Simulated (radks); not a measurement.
Results of a calculation; reference values are marked as such.
Question: Radial electron density D(r) = 4 pi r^2 rho(r) of an atom or ion with 17 electrons. Code: a radial shooting solver on a logarithmic mesh with Libxc functionals. Model: scalar-relativistic Kohn-Sham, BLYP, spin-polarised, spherical densities, finite nucleus; Fermi nuclear charge, rms radius of each element as measured or else 0.836 A^(1/3) + 0.57 fm.

```
   r/bohr * D(r) (the largest magnitude, 102, reaches the edge; | marks zero)
 0.001106 | *
 0.001227 |  *
 0.001373 |  *
 0.001523 |   *
 0.001703 |    *
  0.00189 |     *
 0.002114 |      *
 0.002365 |       *
 0.002624 |        *
 0.002935 |          *
 0.003256 |            *
 0.003642 |              *
 0.004042 |                *
 0.004521 |                  *
 0.005016 |                     *
  0.00561 |                        *
 0.006275 |                           *
 0.006963 |                              *
 0.007788 |                                 *
 0.008642 |                                    *
 0.009666 |                                      *
  0.01073 |                                        *
    0.012 |                                          *
  0.01331 |                                           *
  0.01489 |                                            *
  0.01665 |                                            *
  0.01848 |                                           *
  0.02067 |                                          *
  0.02293 |                                         *
  0.02565 |                                       *
  0.02846 |                                      *
  0.03184 |                                      *
  0.03533 |                                       *
  0.03951 |                                          *
   0.0442 |                                             *
  0.04904 |                                                 *
  0.05485 |                                                    *
  0.06086 |                                                      *
  0.06808 |                                                      *
  0.07554 |                                                   *
  0.08449 |                                              *
  0.09375 |                                       *
   0.1049 |                                *
   0.1173 |                         *
   0.1301 |                     *
   0.1456 |                   *
   0.1615 |                   *
   0.1807 |                     *
   0.2005 |                     *
   0.2242 |                    *
   0.2488 |                  *
   0.2783 |             *
   0.3113 |        *
   0.3454 |     *
   0.3863 |  *
   0.4286 |*
   0.4794 *
    0.532 *
    0.595 *
   0.6603 *
   0.7385 *
```

What is the nuclear charge?

Answer: Z = 63. The innermost maximum, from 1s, lies near gamma/Z bohr with gamma = sqrt(1 - (Z/c)^2) = 0.888, here 0.0141 bohr (found: 0.0154), and its height grows with Z. The density is that of the europium ion Eu46+ in [Ne] 3s2 3p5; the configuration itself is not fixed sharply by these data, and Z only to a few units. D(r) has 3 maxima, at r = 0.0154, 0.0644, 0.202 bohr, and minima at 0.0301, 0.149 bohr, inside which lie 1.97, 10.44 electrons.
